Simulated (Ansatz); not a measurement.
A nudged elastic band was laid between two geometries of H2 + H4HfO4 (11 atoms, charge 0, multiplicity 1).

All numbers below come from RKS BLYP/def2-SVP (Ansatz).

```json
{
 "movable images": "3",
 "climbing image": "no",
 "spring": "5.0 eV/Å²",
 "optimiser": "quadratic models (default)",
 "start path": "through a guess of the saddle point",
 "force threshold": "0.05 eV/Å",
 "iteration limit": "60",
 "end points": "relaxed"
}
```

Image 0:

```xyz
11
Properties=species:S:1:pos:R:3
Hf -0.400 0.271 -0.601
O 0.490 -1.336 0.081
O -1.167 -0.102 -2.357
O -1.818 0.790 0.637
O 0.908 1.713 -0.750
H 1.608 -1.161 2.373
H 1.967 -1.198 3.050
H 0.849 -2.226 0.198
H -1.609 -0.156 -3.214
H -2.438 1.028 1.337
H 1.609 2.377 -0.754
```

Image 4:

```xyz
11
Properties=species:S:1:pos:R:3
Hf -0.240 0.339 0.226
O 1.579 -1.223 -0.146
O -0.731 -1.000 -1.210
O -1.956 1.180 0.594
O 1.064 1.782 0.000
H 1.688 -1.759 0.667
H 0.009 -0.483 1.912
H 1.033 -1.772 -0.761
H -1.561 -1.073 -1.712
H -2.675 1.764 0.871
H 1.791 2.244 -0.442
```

Task: Which bonds break or form, and what moves?

Result: Bonds broken: H6–H7. Bonds formed: Hf1–H7, O2–H6. H2 + H4HfO4 becomes H6HfO4.

Task: Give the energies along the band, and the barrier.

Result: It converged. The highest image is number 3 of 0 to 4, 1.06 eV above the first end and 0.15 eV above the last; the last end lies 0.91 eV above the first. No image climbed, so the highest image needn't sit at the top of the path. So few images can step over the top or miss a turn of the path. The orbitals stay closed-shell, which can raise the energy where a bond breaks towards radicals; this wasn't checked here.

```
image  path coordinate (Å)  energy (eV)  H6–H7 (Å)  Hf1–H7 (Å)  O2–H6 (Å)
    0                 0.00         0.00       0.77        4.59       2.56
    1                 1.65         0.03       0.77        4.02       2.43
    2                 3.29         0.40       0.77        2.87       2.05
    3                 4.94         1.06       1.62        1.95       1.00
    4                 6.58         0.91       2.45        1.89       0.98
```

Task: What is the geometry of the highest image?

Result: 
```xyz
11
Properties=species:S:1:pos:R:3
Hf -0.264 0.285 0.055
O 1.588 -1.257 0.191
O -0.839 -0.736 -1.540
O -1.860 1.189 0.708
O 1.037 1.720 -0.256
H 1.198 -1.417 1.102
H -0.102 -0.684 1.740
H 1.554 -2.118 -0.274
H -1.515 -0.698 -2.237
H -2.424 1.561 1.402
H 1.626 2.155 -0.892
```

The run took 2.8 min on 2 threads of Arm Neoverse V1, with other jobs on the host, peak memory 0.16 GiB.
